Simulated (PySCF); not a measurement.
SnH₃, SMILES [SnH3+], charge +1. Atoms are numbered in the order given.

```xyz
4

Sn     0.0000     0.0000     0.0000
H      1.6863     0.0000     0.0000
H     -0.8431     1.4604     0.0000
H     -0.8431    -1.4604     0.0000
```
Charge +1, spin multiplicity 1.

Coordinates come from a PBE0-D3(BJ)/def2-TZVPD optimisation. The spin state was assumed, not searched. The isomer is the one that the SMILES or the coordinates give; other isomers of the formula were not compared. The def2 effective core potentials stand for the cores of Sn; spin–orbit coupling is left out.

These are B3LYP/def2-TZVPD run with PySCF values and carry that method's errors.

Mulliken values depend strongly on the basis, most of all with diffuse functions as here. ESP charges are fitted to the potential on shells at 1.4 to 2.0 van der Waals radii. Atomic charges (e):

```json
[
 {"atom": "Sn1", "Mulliken": "0.82", "ESP fit": "…"},
 {"atom": "H2", "Mulliken": "0.06", "ESP fit": "…"},
 {"atom": "H3", "Mulliken": "0.06", "ESP fit": "…"},
 {"atom": "H4", "Mulliken": "0.06", "ESP fit": "…"}
]
```

Question: What belongs in the gaps? (An estimate is asked for; the answer gives what the named calculation found.)

Answer: 
- Sn1, ESP fit: 1.10
- H2, ESP fit: -0.03
- H3, ESP fit: -0.03
- H4, ESP fit: -0.03
